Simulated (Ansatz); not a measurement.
One change: `[OH][GeH2][O][SiH3]` becomes `C[O][GeH2][OH]`.

Ansatz, PBE0-D4/def2-TZVP geometries, multiplicity 1. Each molecule was computed in one conformer, which needn't be the lowest.

Scalar relativity is left out up to krypton.

```
                                        property  `[OH][GeH2][O][SiH3]`
  size of the dipole moment (PBE/def2-TZVPP) / D                   1.21
               LUMO energy (PBE/def2-TZVPP) / eV                  -0.86
size of the dipole moment (B3LYP/def2-TZVPP) / D                   1.22
             LUMO energy (B3LYP/def2-TZVPP) / eV                  -0.23
           HOMO energy (ωB97M-V/def2-TZVPP) / eV                 -10.94
           LUMO energy (ωB97M-V/def2-TZVPP) / eV                   1.71
```

Problem. What does the change do to each property? (Best estimate.)

Solution. Computed: 
| property | `C[O][GeH2][OH]` | shift |
| --- | --- | --- |
| size of the dipole moment (PBE/def2-TZVPP) / D | 1.76 | 0.55 |
| LUMO energy (PBE/def2-TZVPP) / eV | -0.45 | 0.41 |
| size of the dipole moment (B3LYP/def2-TZVPP) / D | 1.93 | 0.71 |
| LUMO energy (B3LYP/def2-TZVPP) / eV | 0.12 | 0.35 |
| HOMO energy (ωB97M-V/def2-TZVPP) / eV | -10.31 | 0.63 |
| LUMO energy (ωB97M-V/def2-TZVPP) / eV | 2.13 | 0.42 |

With PBE0 the HOMO rises by 0.69 eV and the LUMO rises by 0.41 eV, so the gap narrows by about 0.28 eV. PBE moves the HOMO by 0.79 eV and ωB97M-V by 0.63 eV. Dipoles are sizes alone; their direction can turn.

B3LYP here is the variant with VWN-RPA as its local correlation; programs differ in this.
